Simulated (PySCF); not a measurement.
C6H14O (SMILES CC(C)CC(C)O), singlet, geometry from GFN2-xTB, with bond 10-1 at 1.6 times its length; DF-CAMB3LYP/def2-SV(P) (PySCF).

Input for PySCF:
```python
from pyscf import gto, scf, dft

mol = gto.M(
    atom='''
C    -2.43078635    0.70386941   -0.80303926
C    -1.25570669    0.44918022    0.14006863
C    -1.61131725   -0.65358106    1.13232826
C    -0.00356784    0.09617071   -0.67105441
C     1.30635872    0.16561605    0.12111794
C     2.50620758    0.28469755   -0.82155621
O     1.41416337   -1.00010812    0.91718752
H    -3.32653403    0.94646361   -0.23583611
H    -2.63394850   -0.18210721   -1.40088243
H    -2.08959261    2.02795631   -1.88062457
H    -1.05474058    1.37209009    0.69721620
H    -2.44485243   -0.34699566    1.76089494
H    -1.89494724   -1.55862855    0.59971909
H    -0.75974526   -0.88569296    1.76357795
H     0.07553450    0.78969911   -1.51042497
H    -0.10234493   -0.91470588   -1.06915737
H     1.28419761    1.05287160    0.77827267
H     2.44138523    1.19839905   -1.40578699
H     3.43649354    0.30505001   -0.25455642
H     2.53090781   -0.56678997   -1.49790355
H     2.28569861   -1.01592954    1.32670716
''',
    basis='def2-sv(p)',
    verbose=4,
)

mf = dft.RKS(mol)
mf.xc = 'camb3lyp'
mf.conv_tol = 1e-12
mf = mf.density_fit(auxbasis='def2-universal-jkfit')
mf.kernel()
mf.analyze()
```

It wrote (shortened):

```
PySCF version 2.14.0

[INPUT] verbose = 4
[INPUT] num. atoms = 21
[INPUT] num. electrons = 58
[INPUT] charge = 0
[INPUT] spin (= nelec alpha-beta = 2S) = 0
[INPUT] symmetry False subgroup None
[INPUT] Mole.unit = angstrom
[INPUT] Symbol           X                Y                Z      unit          X                Y                Z       unit  Magmom
[INPUT]  1 C     -2.430786350000   0.703869410000  -0.803039260000 AA   -4.593520468831   1.330120412359  -1.517524268673 Bohr   0.0
[INPUT]  2 C     -1.255706690000   0.449180220000   0.140068630000 AA   -2.372941736884   0.848827596372   0.264691349343 Bohr   0.0
[INPUT]  3 C     -1.611317250000  -0.653581060000   1.132328260000 AA   -3.044948302287  -1.235089203603   2.139790294505 Bohr   0.0
[INPUT]  4 C     -0.003567840000   0.096170710000  -0.671054410000 AA   -0.006742240456   0.181736303105  -1.268109049582 Bohr   0.0
[INPUT]  5 C      1.306358720000   0.165616050000   0.121117940000 AA    2.468660201237   0.312968976332   0.228879735372 Bohr   0.0
[INPUT]  6 C      2.506207580000   0.284697550000  -0.821556210000 AA    4.736045937509   0.538000397835  -1.552516232836 Bohr   0.0
[INPUT]  7 O      1.414163370000  -1.000108120000   0.917187520000 AA    2.672381464692  -1.889930441754   1.733233217669 Bohr   0.0
[INPUT]  8 H     -3.326534030000   0.946463610000  -0.235836110000 AA   -6.286238260746   1.788557009767  -0.445665658183 Bohr   0.0
[INPUT]  9 H     -2.633948500000  -0.182107210000  -1.400882430000 AA   -4.977441291209  -0.344132752209  -2.647284125415 Bohr   0.0
[INPUT] 10 H     -2.089592610000   2.027956310000  -1.880624570000 AA   -3.948757744815   3.832282018484  -3.553865380428 Bohr   0.0
[INPUT] 11 H     -1.054740580000   1.372090090000   0.697216200000 AA   -1.993170828665   2.592874488330   1.317547667610 Bohr   0.0
[INPUT] 12 H     -2.444852430000  -0.346995660000   1.760894940000 AA   -4.620101507677  -0.655726763813   3.327609170732 Bohr   0.0
[INPUT] 13 H     -1.894947240000  -1.558628550000   0.599719090000 AA   -3.580931304100  -2.945381089428   1.133304831773 Bohr   0.0
[INPUT] 14 H     -0.759745260000  -0.885692960000   1.763577950000 AA   -1.435710465836  -1.673717124855   3.332679324822 Bohr   0.0
[INPUT] 15 H      0.075534500000   0.789699110000  -1.510424970000 AA    0.142739517956   1.492315038713  -2.854289525004 Bohr   0.0
[INPUT] 16 H     -0.102344930000  -0.914705880000  -1.069157370000 AA   -0.193403887938  -1.728543597729  -2.020414613360 Bohr   0.0
[INPUT] 17 H      1.284197610000   1.052871600000   0.778272670000 AA    2.426781772721   1.989638968333   1.470722196534 Bohr   0.0
[INPUT] 18 H      2.441385230000   1.198399050000  -1.405786990000 AA    4.613549449258   2.264645992439  -2.656552400577 Bohr   0.0
[INPUT] 19 H      3.436493540000   0.305050010000  -0.254556420000 AA    6.494031619437   0.576460973196  -0.481041917050 Bohr   0.0
[INPUT] 20 H      2.530907810000  -0.566789970000  -1.497903550000 AA    4.782722607423  -1.071077813450  -2.830627470514 Bohr   0.0
[INPUT] 21 H      2.285698610000  -1.015929540000   1.326707160000 AA    4.319344376199  -1.919828592455   2.507113179900 Bohr   0.0

nuclear repulsion = 332.147849495248
number of shells = 70
number of NR pGTOs = 224
number of NR cGTOs = 126
basis = def2-sv(p)
ecp = {}

******** <class 'pyscf.df.df_jk.DFRKS'> ********
method = DFRKS
initial guess = minao
damping factor = 0
level_shift factor = 0
DIIS = <class 'pyscf.scf.diis.CDIIS'>
diis_start_cycle = 1
diis_space = 8
diis_damp = 0
SCF conv_tol = 1e-12
SCF conv_tol_grad = None
SCF max_cycles = 50
direct_scf = False
XC library pyscf.dft.libxc version 7.1.2
    S. Lehtola, C. Steigemann, M. J. T. Oliveira, and M. A. L. Marques,  SoftwareX 7, 1–5 (2018)
XC functionals = camb3lyp
    T. Yanai, D. P. Tew, and N. C. Handy,  Chem. Phys. Lett. 393, 51 (2004)
radial grids:
    Treutler-Ahlrichs [JCP 102, 346 (1995); DOI:10.1063/1.469408] (M4) radial grids

becke partition: Becke, JCP 88, 2547 (1988); DOI:10.1063/1.454033
pruning grids: <function nwchem_prune>
grids dens level: 3
symmetrized grids: False
atomic radii adjust function: <function treutler_atomic_radii_adjust>
small_rho_cutoff = 0
Set gradient conv threshold to 1e-06
Initial guess from minao.
tot grids = 236104
******** <class 'pyscf.df.df.DF'> ********
auxbasis = def2-universal-jkfit
Create RSH-DF object <pyscf.df.df.DF object> for omega=0.33
******** <class 'pyscf.df.df.DF'> ********
auxbasis = auxmol.basis = def2-universal-jkfit
init E= -312.317586040866
  HOMO = -0.315370817437874  LUMO = -0.0507595492982489  gap/eV = 7.20044
cycle= 1 E= -311.67117993351  delta_E= 0.646  |g|= 0.652  |ddm|= 4.17
  HOMO = -0.205712757539659  LUMO = 0.0392310292659221  gap/eV = 6.66526
cycle= 2 E= -311.658243935056  delta_E= 0.0129  |g|= 0.743  |ddm|= 1.33
  HOMO = -0.334845913991106  LUMO = 0.0309300850102083  gap/eV = 9.95327
cycle= 3 E= -311.761811645078  delta_E= -0.104  |g|= 0.059  |ddm|= 0.747
  HOMO = -0.332673218693817  LUMO = 0.0320010137133746  gap/eV = 9.92329
cycle= 4 E= -311.762415366073  delta_E= -0.000604  |g|= 0.0271  |ddm|= 0.0758
  HOMO = -0.332513110187859  LUMO = 0.032741848714922  gap/eV = 9.93909
cycle= 5 E= -311.762596235044  delta_E= -0.000181  |g|= 0.00418  |ddm|= 0.0306
  HOMO = -0.332790859888339  LUMO = 0.0327043287740398  gap/eV = 9.94563
cycle= 6 E= -311.762600641434  delta_E= -4.41e-06  |g|= 0.000803  |ddm|= 0.00584
  HOMO = -0.332799788119059  LUMO = 0.0327675307299535  gap/eV = 9.94759
cycle= 7 E= -311.762600801193  delta_E= -1.6e-07  |g|= 0.000386  |ddm|= 0.00137
  HOMO = -0.332793256639514  LUMO = 0.032735982024592  gap/eV = 9.94656
cycle= 8 E= -311.762600845062  delta_E= -4.39e-08  |g|= 7.49e-05  |ddm|= 0.000576
  HOMO = -0.332797946381297  LUMO = 0.0327485294443375  gap/eV = 9.94703
cycle= 9 E= -311.762600846741  delta_E= -1.68e-09  |g|= 2.59e-05  |ddm|= 0.000134
  HOMO = -0.332796852402304  LUMO = 0.0327471937975248  gap/eV = 9.94696
cycle= 10 E= -311.762600846921  delta_E= -1.8e-10  |g|= 8.29e-06  |ddm|= 4.13e-05
  HOMO = -0.332796974912513  LUMO = 0.0327474306782292  gap/eV = 9.94697
cycle= 11 E= -311.762600846946  delta_E= -2.49e-11  |g|= 1.47e-06  |ddm|= 1.36e-05
  HOMO = -0.33279725525193  LUMO = 0.0327474250504376  gap/eV = 9.94698
cycle= 12 E= -311.762600846944  delta_E= 1.71e-12  |g|= 1.11e-06  |ddm|= 3.28e-06
  HOMO = -0.332797077402904  LUMO = 0.0327474502375078  gap/eV = 9.94697
cycle= 13 E= -311.762600846944  delta_E= -4.55e-13  |g|= 2.19e-07  |ddm|= 1.28e-06
  HOMO = -0.332797131029414  LUMO = 0.0327474439300359  gap/eV = 9.94697
Extra cycle  E= -311.762600846945  delta_E= -4.55e-13  |g|= 2.3e-07  |ddm|= 4.69e-07
converged SCF energy = -311.762600846945
**** SCF Summaries ****
Total Energy =                        -311.762600846944736
Nuclear Repulsion Energy =             332.147849495248181
One-electron Energy =                -1079.201391501421767
Two-electron Energy =                  435.290941159228851
Two-electron Coulomb Energy =          481.373324797889325
DFT Exchange-Correlation Energy =      -46.082383638660502
HOMO-LUMO gap [eV] =                     9.946974536738423
**** MO energy ****
MO #1   energy= -19.1963632426622  occ= 2
MO #2   energy= -10.302737466359   occ= 2
MO #3   energy= -10.2836459337599  occ= 2
MO #4   energy= -10.2558262749934  occ= 2
MO #5   energy= -10.2430630755763  occ= 2
MO #6   energy= -10.239866102347   occ= 2
MO #7   energy= -10.2290132110205  occ= 2
MO #8   energy= -1.0913310818446   occ= 2
MO #9   energy= -0.887534225992466 occ= 2
MO #10  energy= -0.83202884982305  occ= 2
MO #11  energy= -0.7560706256423   occ= 2
MO #12  energy= -0.740763993129023 occ= 2
MO #13  energy= -0.66665554644218  occ= 2
MO #14  energy= -0.6308005285008   occ= 2
MO #15  energy= -0.583668661367276 occ= 2
MO #16  energy= -0.537864854599146 occ= 2
MO #17  energy= -0.521178584015896 occ= 2
MO #18  energy= -0.490599683110354 occ= 2
MO #19  energy= -0.482632787543092 occ= 2
MO #20  energy= -0.473346282686417 occ= 2
MO #21  energy= -0.451021394856351 occ= 2
MO #22  energy= -0.447750463332988 occ= 2
MO #23  energy= -0.433334018497763 occ= 2
MO #24  energy= -0.41351869944176  occ= 2
MO #25  energy= -0.405194088940892 occ= 2
MO #26  energy= -0.386071280493391 occ= 2
MO #27  energy= -0.367749569534623 occ= 2
MO #28  energy= -0.342860268847467 occ= 2
MO #29  energy= -0.332797131029414 occ= 2
MO #30  energy= 0.0327474439300359 occ= 0
MO #31  energy= 0.0891761373890212 occ= 0
MO #32  energy= 0.122700140445842  occ= 0
MO #33  energy= 0.127055460910509  occ= 0
MO #34  energy= 0.1385936462091    occ= 0
MO #35  energy= 0.159441645417282  occ= 0
MO #36  energy= 0.1667418164528    occ= 0
MO #37  energy= 0.176632790737067  occ= 0
 ** Mulliken pop on meta-lowdin orthogonal AOs  **
 ** Mulliken pop  **
 ** Mulliken atomic charges  **
charge of    0C =     -0.18856
charge of    1C =     -0.02960
charge of    2C =     -0.27435
charge of    3C =     -0.15862
charge of    4C =      0.16203
charge of    5C =     -0.28199
charge of    6O =     -0.51525
charge of    7H =      0.09795
charge of    8H =      0.09559
charge of    9H =     -0.05089
charge of   10H =      0.07703
charge of   11H =      0.08077
charge of   12H =      0.08262
charge of   13H =      0.10921
charge of   14H =      0.08444
charge of   15H =      0.08461
charge of   16H =      0.06111
charge of   17H =      0.09381
charge of   18H =      0.07997
charge of   19H =      0.09192
charge of   20H =      0.29821
Dipole moment(X, Y, Z, Debye):  1.49378,  0.27428,  0.57274
```
